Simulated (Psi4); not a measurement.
HO₂ (SMILES [O]O), doublet, at a GFN2-xTB geometry; MP3/STO-3G (Psi4 1.11).

Input for Psi4:
```
memory 2 GB

molecule {
0 2
O     0.06734955    0.70545160   -0.04079075
O     0.02832837   -0.59600105   -0.02035813
H    -0.76542330   -0.87560443    0.48919096
}

set {
  basis sto-3g
  reference uhf
}

energy('mp3')
print_variables()
```

The log (banner, timings and long lists left out):

```
    Information: MP3 default algorithm changed to DF in August 2020. Use `set mp_type conv` for previous behavior.
    For method 'MP3', SCF Algorithm Type (re)set to DISK_DF.

   => Loading Basis Set <=

    Name: STO-3G
    Role: ORBITAL
    Keyword: BASIS

         ---------------------------------------------------------
                                   SCF
               by Justin Turney, Rob Parrish, Andy Simmonett
                          and Daniel G. A. Smith
                              UHF Reference
         ---------------------------------------------------------

  ==> Geometry <==

    Molecular point group: cs
    Full point group: Cs

    Geometry (in Angstrom), charge = 0, multiplicity = 2:

       Center              X                  Y                   Z               Mass
    ------------   -----------------  -----------------  -----------------  -----------------
         O            0.051414327124     0.679143843686     0.000000000000    15.994914619570
         O            0.007542443419    -0.622314723637     0.000000000000    15.994914619570
         H           -0.935686732254    -0.901919374912     0.000000000000     1.007825032230

  Running in cs symmetry.

  Rotational constants: A =     21.21300  B =      1.16079  C =      1.10056 [cm^-1]
  Rotational constants: A = 635949.71246  B =  34799.56091  C =  32994.10321 [MHz]
  Nuclear repulsion =   32.582231991250524

  Charge       = 0
  Multiplicity = 2
  Electrons    = 17
  Nalpha       = 9
  Nbeta        = 8

  ==> Algorithm <==

  SCF Algorithm Type is DISK_DF.
  DIIS enabled.
  MOM disabled.
  Fractional occupation disabled.
  Guess Type is SAD.
  Energy threshold   = 1.00e-08
  Density threshold  = 1.00e-08
  Integral threshold = 1.00e-12

  ==> Primary Basis <==

  Basis Set: STO-3G
    Blend: STO-3G
    Number of shells: 7
    Number of basis functions: 11
    Number of Cartesian functions: 11
    Spherical Harmonics?: true
    Max angular momentum: 1

   => Loading Basis Set <=

    Name: (STO-3G AUX)
    Role: JKFIT
    Keyword: DF_BASIS_SCF

  ==> Integral Setup <==

  ==> DiskDFJK: Density-Fitted J/K Matrices <==

    J tasked:                  Yes
    K tasked:                  Yes
    wK tasked:                  No
    Integrals threads:           1
    Algorithm:                Core
    Integral Cache:           SAVE
    Schwarz Cutoff:          1E-12
    Fitting Condition:       1E-10

   => Auxiliary Basis Set <=

  Basis Set: (STO-3G AUX)
    Blend: DEF2-UNIVERSAL-JKFIT
    Number of shells: 56
    Number of basis functions: 172
    Number of Cartesian functions: 206
    Spherical Harmonics?: true
    Max angular momentum: 4

  Minimum eigenvalue in the overlap matrix is 3.6820375463E-01.
  Reciprocal condition number of the overlap matrix is 2.0498835416E-01.
    Using symmetric orthogonalization.

  ==> Pre-Iterations <==

  SCF Guess: Superposition of Atomic Densities via on-the-fly atomic UHF (no occupation information).

   -------------------------
    Irrep   Nso     Nmo
   -------------------------
     A'         9       9
     A"         2       2
   -------------------------
    Total      11      11
   -------------------------

  ==> Iterations <==

                           Total Energy        Delta E     RMS |[F,P]|

   @DF-UHF iter SAD:  -146.88306073182241   -1.46883e+02   0.00000e+00
   @DF-UHF iter   1:  -148.09826455722575   -1.21520e+00   3.10623e-02 ADIIS/DIIS
   @DF-UHF iter   2:  -148.16932470653353   -7.10601e-02   1.38980e-02 ADIIS/DIIS
   @DF-UHF iter   3:  -148.18194408565159   -1.26194e-02   5.48619e-03 ADIIS/DIIS
   @DF-UHF iter   4:  -148.18847965037287   -6.53556e-03   3.50745e-03 ADIIS/DIIS
   @DF-UHF iter   5:  -148.19220201660380   -3.72237e-03   5.77587e-04 ADIIS/DIIS
   @DF-UHF iter   6:  -148.19224115064549   -3.91340e-05   3.41311e-04 ADIIS/DIIS
   @DF-UHF iter   7:  -148.19226826506826   -2.71144e-05   1.60225e-04 ADIIS/DIIS
   @DF-UHF iter   8:  -148.19227245702305   -4.19195e-06   1.02261e-04 ADIIS/DIIS
   @DF-UHF iter   9:  -148.19227399690089   -1.53988e-06   3.79474e-05 DIIS
   @DF-UHF iter  10:  -148.19227421979468   -2.22894e-07   6.85641e-06 DIIS
   @DF-UHF iter  11:  -148.19227422692254   -7.12785e-09   9.97513e-07 DIIS
   @DF-UHF iter  12:  -148.19227422706777   -1.45235e-10   5.38045e-07 DIIS
   @DF-UHF iter  13:  -148.19227422711714   -4.93685e-11   1.47084e-07 DIIS
   @DF-UHF iter  14:  -148.19227422711916   -2.01794e-12   6.75987e-08 DIIS
   @DF-UHF iter  15:  -148.19227422711992   -7.67386e-13   8.21550e-09 DIIS
  Energy and wave function converged.

  ==> Post-Iterations <==

   @Spin Contamination Metric:   3.204236222E-03
   @S^2 Expected:                7.500000000E-01
   @S^2 Observed:                7.532042362E-01
   @S   Expected:                5.000000000E-01
   @S   Observed:                5.000000000E-01

    Orbital Energies [Eh]
    ---------------------

    Alpha Occupied:

[...]
    Alpha Virtual:

[...]
    Beta Occupied:

[...]
    Beta Virtual:

[...]
    Final Occupation by Irrep:
             Ap   App
    DOCC [     7,    1 ]
    SOCC [     0,    1 ]
    NA   [     7,    2 ]
    NB   [     7,    1 ]

  @DF-UHF Final Energy:  -148.19227422711992

   => Energetics <=

    Nuclear Repulsion Energy =             32.5822319912505236
    One-Electron Energy =                -270.5128463226562872
    Two-Electron Energy =                  89.7383401042858395
    Total Energy =                       -148.1922742271199240

  UHF NO Occupations:
  HONO-2 :    6 Ap 1.9999565
  HONO-1 :    7 Ap 1.9984401
  HONO-0 :    2App 1.0000000
  LUNO+0 :    8 Ap 0.0015599
  LUNO+1 :    9 Ap 0.0000435

Computation Completed

Properties will be evaluated at   0.000000,   0.000000,   0.000000 [a0]

Properties computed using the SCF density matrix

 Multipole Moments:

 ------------------------------------------------------------------------------------
[...]
  DIE_IF_NOT_CONVERGED          => (empty)
[...]
  MBIS_SPHERICAL_POINTS         => (empty)
  MOLDEN_WITH_VIRTUAL           => (empty)
  MOLDEN_WRITE                  => (empty)
  MO_DIIS_NUM_VECS              => (empty)
  MO_MAXITER                    => (empty)
  MO_STEP_MAX                   => (empty)
  MP2_AMP_TYPE                  => (empty)
  MP2_OS_SCALE                  => (empty)
  MP2_SOS_SCALE                 => (empty)
  MP2_SOS_SCALE2                => (empty)
  MP2_SS_SCALE                  => (empty)
  MP2_TYPE                      => (empty)
  MP_TYPE                       => (empty)
  NAT_ORBS                      => FALSE           !
  NUM_FROZEN_DOCC               => (empty)
  NUM_FROZEN_UOCC               => (empty)
  NUM_GPUS                      => (empty)
  OCC_ORBS_PRINT                => (empty)
  OEPROP                        => (empty)
  OO_SCALE                      => (empty)
  OPT_METHOD                    => (empty)
  ORBITAL_OPTIMIZER_PACKAGE     => (empty)
  ORB_OPT                       => FALSE           !
  ORB_RESP_SOLVER               => (empty)
  ORTH_TYPE                     => (empty)
  PARENT_SYMMETRY               => (empty)
  PCG_BETA_TYPE                 => (empty)
  PCG_CONVERGENCE               => (empty)
  PCG_MAXITER                   => (empty)
  PCM                           => (empty)
  PE                            => (empty)
  PPL_TYPE                      => (empty)
  PRINT                         => (empty)
  PRINT_NOONS                   => (empty)
  PROPERTIES                    => (empty)
  PROPERTIES_ORIGIN             => (empty)
  PUREAM                        => (empty)
  QCHF                          => (empty)
  QC_MODULE                     => (empty)
  RAS1                          => (empty)
  RAS2                          => (empty)
  RAS3                          => (empty)
  RAS4                          => (empty)
  READ_SCF_3INDEX               => (empty)
  REGULARIZATION                => (empty)
  REG_PARAM                     => (empty)
  RELATIVISTIC                  => (empty)
  REMP_A                        => (empty)
  RESTRICTED_DOCC               => (empty)
  RESTRICTED_UOCC               => (empty)
  RMS_MOGRAD_CONVERGENCE        => (empty)
  R_CONVERGENCE                 => (empty)
  SCF_TYPE                      => DISK_DF         !
  SCREENING                     => (empty)
  SCS_TYPE                      => (empty)
  SOCC                          => (empty)
  SOS_TYPE                      => (empty)
  TRIPLES_IABC_TYPE             => (empty)
  WFN                           => (empty)
  WFN_TYPE                      => DF-OMP3         !
  WRITER_FILE_LABEL             => (empty)
  ZORA_BASIS_TOLERANCE          => (empty)
  ZORA_NR_DEBUG                 => (empty)
  ZORA_PRUNING_SCHEME           => (empty)
  ZORA_RADIAL_POINTS            => (empty)
  ZORA_SPHERICAL_POINTS         => (empty)

	For this residual convergence, default PCG convergence is:     1.00e-07
	For this energy convergence, default residual convergence is:     3.16e-07

 ==============================================================================
 ==============================================================================
 ==============================================================================

                     DF-MP3
              Program Written by Ugur Bozkaya
              Latest Revision September 9, 2017

 ==============================================================================
 ==============================================================================
 ==============================================================================

	MO spaces...

	 FC   AOCC   BOCC  AVIR   BVIR   FV
	------------------------------------------
	  0     9     8     2      3     0

	Number of basis functions in the DF-CC basis: 110

	Total memory requirement for DF+CC int:      0.10 MB

	Computing DF-MP2 energy ...
	=======================================================================
	Nuclear Repulsion Energy (a.u.)    :    32.58223199125052
	DF-HF Energy (a.u.)                :  -148.19227422711992
	REF Energy (a.u.)                  :  -148.19227422711992
	Alpha-Alpha Contribution (a.u.)    :    -0.00128048119718
	Alpha-Beta Contribution (a.u.)     :    -0.05021281404557
	Beta-Beta Contribution (a.u.)      :    -0.00698693027629
	Scaled_SS Correlation Energy (a.u.):    -0.00275580382449
	Scaled_OS Correlation Energy (a.u.):    -0.06025537685468
	DF-SCS-MP2 Total Energy (a.u.)     :  -148.25528540779911
	DF-SOS-MP2 Total Energy (a.u.)     :  -148.25755088537917
	DF-SCS(N)-MP2 Total Energy (a.u.)  :  -148.20682487131322
	DF-MP2 Correlation Energy (a.u.)   :    -0.05848022551903
	DF-MP2 Total Energy (a.u.)         :  -148.25075445263894
	=======================================================================

	=======================================================================
	================ MP3 FINAL RESULTS ====================================
	=======================================================================
	Nuclear Repulsion Energy (a.u.)    :    32.58223199125052
	SCF Energy (a.u.)                  :  -148.19227422711992
	REF Energy (a.u.)                  :  -148.19227422711992
	Alpha-Alpha Contribution (a.u.)    :    -0.00121831186500
	Alpha-Beta Contribution (a.u.)     :    -0.06283335428309
	Beta-Beta Contribution (a.u.)      :    -0.00766544060050
	3rd Order Energy (a.u.)            :    -0.01323688122957
	DF-MP2.5 Correlation Energy (a.u.) :    -0.06509866613381
	DF-MP2.5 Total Energy (a.u.)       :  -148.25737289325372
	DF-MP3 Correlation Energy (a.u.)   :    -0.07171710674860
	DF-MP3 Total Energy (a.u.)         :  -148.26399133386852
	=======================================================================

  Variable Map:
  ----------------------------------------------------------------------------
[...]
  Array Variable Map:
  ----------------------------------------------------------------------------
[...]
[...]
```
